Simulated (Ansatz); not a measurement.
Compare A (`C[SiH](N)[CH2][AlH2]`) with its isomer B (`CC[N]([AlH2])[SiH3]`).

Program: Ansatz. Geometries: PBE0-D4/def2-TZVP. ΔE: electronic, gas phase. CCSD(T)/CBS adds triple-zeta CCSD(T) − MP2 to the extrapolated MP2 energy (def2 sets, frozen cores). Functionals use def2-TZVPP. B3LYP here is the variant with VWN-RPA as its local correlation; programs differ in this. One conformer a species, not always the lowest.

Q: Which is lower in electronic energy at CCSD(T)/CBS, and by how much? (An estimate is asked.)

A: The calculation gave: A, by 31.9 kJ/mol.

Q: Give E(B) − E(A) in kJ/mol with PBE-D4, r2SCAN-D4, ωB97M-V, B2PLYP, PBE0-D4, B3LYP-D4, HF/def2-TZVPP. (An estimate is asked.)

A: Ansatz gave: PBE-D4 35.4, r2SCAN-D4 38.4, ωB97M-V 36.7, B2PLYP 27.0, PBE0-D4 37.5, B3LYP-D4 26.3, HF/def2-TZVPP 19.3. None reverses the order clearly.

Q: Does the order hold for the free energy at 298.15 K (harmonic terms from PBE0-D4)? (Estimate.)

A: Ansatz gave: Yes: G(B) − G(A) = +38.4 kJ/mol, for one conformer each. Modes under 60 cm⁻¹, often nearly free rotors, make the harmonic entropy too high.

Largest T1 diagnostic: 0.012.

In def2-TZVPP, CCSD(T) changes the Hartree–Fock value by +6.2 kJ/mol (the triples alone add −0.2 kJ/mol) and MP2 by +10.2 kJ/mol. At CCSD(T), def2-SVP lies −44.6 kJ/mol from the extrapolated value and def2-TZVPP −6.4 kJ/mol.
